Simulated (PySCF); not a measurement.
# Magnetisability: SMILES C(C)S[SiH3], C2H8SSi

Molfile (atoms numbered from 1):
```
C2H8SSi
     RDKit          3D

 12 11  0  0  0  0  0  0  0  0999 V2000
   -1.5716    0.3997    0.0808 C   0  0  0  0  0  0  0  0  0  0  0  0
   -0.8113   -0.8688   -0.2513 C   0  0  0  0  0  0  0  0  0  0  0  0
    0.6538   -0.5537   -1.3051 S   0  0  0  0  0  0  0  0  0  0  0  0
    2.0229    0.3273    0.0827 Si  0  0  0  0  0  4  0  0  0  0  0  0
   -1.8417    0.9234   -0.8333 H   0  0  0  0  0  0  0  0  0  0  0  0
   -2.4817    0.1545    0.6253 H   0  0  0  0  0  0  0  0  0  0  0  0
   -0.9679    1.0638    0.6960 H   0  0  0  0  0  0  0  0  0  0  0  0
   -1.4296   -1.5499   -0.8350 H   0  0  0  0  0  0  0  0  0  0  0  0
   -0.4709   -1.3804    0.6487 H   0  0  0  0  0  0  0  0  0  0  0  0
    3.2787    0.3328   -0.6423 H   0  0  0  0  0  0  0  0  0  0  0  0
    1.5834    1.6732    0.4382 H   0  0  0  0  0  0  0  0  0  0  0  0
    2.0369   -0.5224    1.2694 H   0  0  0  0  0  0  0  0  0  0  0  0
  1  2  1  0
  2  3  1  0
  3  4  1  0
  1  5  1  0
  1  6  1  0
  1  7  1  0
  2  8  1  0
  2  9  1  0
  4 10  1  0
  4 11  1  0
  4 12  1  0
M  END
```

The calculation used GIAO wB97X-D/STO-3G magnetisability, rotational g tensor and spin-rotation constants, non-relativistic, gas phase in PySCF 2.14.0. Geometry: GFN2-xTB.

Q: How diamagnetic is it, and how anisotropic?

A: Isotropic -1146 × 10⁻³⁰ J/T², or -69.0 × 10⁻⁶ cm³/mol; principal values -1185, -1138, -1115 × 10⁻³⁰ J/T², anisotropy 62 × 10⁻³⁰ J/T² (root of half the summed squared differences of the principal values). The susceptibility is in cgs units.

Q: Split it along the inertial axes a, b, c into diamagnetic and paramagnetic parts about the centre of mass, with the quadrupole moment.

A: 
```
axis  χ (10⁻⁶ cm³/mol)  diamagnetic (10⁻⁶ cm³/mol)  paramagnetic (10⁻⁶ cm³/mol)  summed x² of all electrons (Å²)  quadrupole Θ (D Å)
   a             -69.8                      -258.3                        188.5                            110.0               +2.91
   b             -69.0                      -545.9                        476.9                             42.2               -2.31
   c             -68.2                      -645.5                        577.3                             18.7               -0.60
```
Anisotropies 2χaa − χbb − χcc = -2.3 and 2χbb − χaa − χcc = -0.1 × 10⁻⁶ cm³/mol. Θ is traceless in Buckingham's convention.

Q: And the rotational g tensor?

A: 
```tsv
axis	rotational constant (GHz)	g	nuclear part	electronic part
a	7.0100	+0.0048	0.6257	-0.6209
b	2.7088	+0.0048	0.6117	-0.6068
c	2.1894	+0.0021	0.5959	-0.5938
```
Asymmetric top; isotopes 12C, 1H, 32S, 28Si; no vibrational averaging.
